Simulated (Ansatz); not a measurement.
System: CH₃BBr, charge 0, doublet. CH3BBr (SMILES C[B]Br, doublet).
B3LYP-D3(BJ)/def2-TZVP minimum from Ansatz (a quantum-chemistry and plane-wave program):
```
C
H 1 1.0906
H 1 1.0943 2 109.62
H 1 1.0986 2 106.92 3 115.63
B 1 1.5442 2 113.12 4 117.32
Br 5 1.9009 1 126.19 2 158.99
```
Charge 0, spin multiplicity 2.

Total energies in cc-pVDZ, 17 correlated electrons, 16 frozen orbitals. UHF or UKS for unpaired electrons; spin-orbit terms are left out. Correlated methods leave the cores frozen (noble-gas shells, and filled d and f shells in the p block). No relativity. Spin-orbit terms, left out, reach several kcal/mol for Br and I, and more for heavier atoms.

```json
[
 {"method": "HF", "program": "Ansatz", "energy (Eh)": "-2636.67098", "minus CCSDT(Q) (mEh)": "365.67"},
 {"method": "MP2", "program": "Ansatz", "energy (Eh)": "-2636.98950", "minus CCSDT(Q) (mEh)": "47.14"},
 {"method": "CCSD", "program": "Ansatz", "energy (Eh)": "-2637.02506", "minus CCSDT(Q) (mEh)": "11.58"},
 {"method": "CCSD(T)", "program": "Ansatz", "energy (Eh)": "-2637.03502", "minus CCSDT(Q) (mEh)": "1.63"},
 {"method": "CCSDT(Q)", "program": "Ansatz", "energy (Eh)": "-2637.03665", "minus CCSDT(Q) (mEh)": "0.00"}
]
```

Rough core times of Ansatz's runs on a shared machine: CCSD(T) under 20 s, CCSDT(Q) 7 min.
